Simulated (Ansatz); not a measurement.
Molecule: C₅H₆FN (charge 0, singlet). 
Geometry from a B3LYP-D3(BJ)/def2-TZVP (Ansatz, a quantum-chemistry and plane-wave program) optimisation:
SMILES: c1cn(C)c(c1)F
```xyz
13

C     -2.0380    -0.1786     0.0553
N     -0.5968    -0.3135     0.0639
C      0.1211    -1.4949     0.0702
C      1.4545    -1.1872    -0.0133
C      1.5774     0.2325    -0.0805
C      0.2981     0.7079    -0.0342
F     -0.1582     1.9636    -0.0659
H     -2.4255    -0.1001    -0.9629
H     -2.3296     0.7107     0.6107
H     -2.4758    -1.0515     0.5352
H     -0.3871    -2.4407     0.1383
H      2.2649    -1.8962    -0.0163
H      2.4752     0.8213    -0.1445
```

Quantity: vertical ionisation energy (to the doublet state of charge +1; each state is the SCF solution reached for its spin), in eV. Valence correlation only, unless marked. Open shells are spin-unrestricted. Spin-orbit coupling is left out. Non-relativistic. CBS(X,Y): correlation extrapolated as X^-3; Hartree-Fock from the larger set. [CCSD(T)-MP2]/basis is that difference in the basis named.

```csv
level,program,vertical ionisation energy (eV),minus last row
PBE/def2-TZVPD,Ansatz,8.04,-0.26
B3LYP/def2-TZVPD,Ansatz,8.11,-0.19
BHLYP/def2-TZVPD,Ansatz,7.94,-0.36
B2PLYP/def2-TZVPD,Ansatz,8.12,-0.18
SCS-MP2/aug-cc-pVTZ,Ansatz,8.42,0.12
CCSD(T)/aug-cc-pVTZ,Ansatz,8.21,-0.09
"RI-MP2/CBS(aug-cc-pVTZ,aug-cc-pVQZ)+[CCSD(T)-MP2]/aug-cc-pVTZ",Ansatz,8.30,0.00
```
